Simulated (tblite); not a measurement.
C5H13Si (charge +1).
Bonds: C1–C2, C2–C3, C3–Si4, Si4–C5, Si4–C6. Hydrogens: H7, H8, H9 on C1; H10, H11 on C2; H12, H13 on C3; H14, H15, H16 on C5; H17, H18, H19 on C6.

A start from a force field or distance geometry was refined with GFN2-xTB geometry optimisation, gas phase in tblite. Values at the start:

```tsv
coordinate	start
C1–C2	1.511 Å
C1–H7	1.100 Å
C2–C3	1.498 Å
C2–H10	1.133 Å
C3–Si4	1.877 Å
C3–H12	1.113 Å
Si4–C5	1.879 Å
C5–H14	1.103 Å
C1–C2–C3	106.8°
C2–C3–Si4	110.4°
C3–Si4–C5	115.8°
C5–Si4–C6	119.5°
```

Question: How do these coordinates change at the GFN2-xTB level?

Answer: 
```json
{"coordinate": "C2–C3", "GFN2-xTB (Å or °)": "1.542", "change": "+0.044"}
{"coordinate": "C2–H10", "GFN2-xTB (Å or °)": "1.090", "change": "-0.043"}
{"coordinate": "C3–H12", "GFN2-xTB (Å or °)": "1.095", "change": "-0.018"}
{"coordinate": "C3–Si4", "GFN2-xTB (Å or °)": "1.890", "change": "+0.013"}
{"coordinate": "C5–H14", "GFN2-xTB (Å or °)": "1.091", "change": "-0.012"}
{"coordinate": "C1–H7", "GFN2-xTB (Å or °)": "1.091", "change": "-0.009"}
{"coordinate": "C1–C2", "GFN2-xTB (Å or °)": "1.520", "change": "+0.009"}
{"coordinate": "Si4–C5", "GFN2-xTB (Å or °)": "1.882", "change": "+0.003"}
{"coordinate": "C1–C2–C3", "GFN2-xTB (Å or °)": "112.2", "change": "+5.4"}
{"coordinate": "C3–Si4–C5", "GFN2-xTB (Å or °)": "119.2", "change": "+3.4"}
{"coordinate": "C2–C3–Si4", "GFN2-xTB (Å or °)": "112.0", "change": "+1.6"}
{"coordinate": "C5–Si4–C6", "GFN2-xTB (Å or °)": "121.0", "change": "+1.5"}
```

The energy falls by 0.787 eV over 165 L-BFGS steps, the largest force on an atom goes from 1.56 to 0.010 eV/Å, and the atoms move by 1.005 Å rms after alignment. Among the bonds, C2–C3 and C2–H10 change most and about equally (-0.043 to +0.044 Å). Bonds longer at the end by more than 0.005 Å: 5 of 18; shorter: 11. Among the dihedrals that turn most is C5–Si4–C6–H19, from 16° to -107°. Rotational constants go from 4086, 1859, 1397 to 3409, 1756, 1480 MHz.

GFN2-xTB frequencies show an imaginary mode (22i cm⁻¹), so the point is no minimum at that level. 3 starts were optimised and ended at 0.00, 1.38 and 1.40 kcal/mol (GFN2-xTB); the lowest of these is shown.

One conformer stands for the species.

All values are computed, not measured.
